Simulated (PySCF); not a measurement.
Level of theory: PBE-D3(BJ)/def2-TZVP // PBE0-D3(BJ)/def2-TZVP (PySCF). Isolated molecules, 0 K electronic values unless said otherwise. 

Reference species (SMILES): `[F][Sn]([F])[F]` (neutral, multiplicity 2).

```yaml
dipole_moment: 2.81 D
```

Changed species: `[SnH3]` (radical fragment; the reference has radical fragment).

### Question
Give the shifts of the dipole moment.

### Answer
the dipole moment falls by 2.54 D, to 0.27 D.
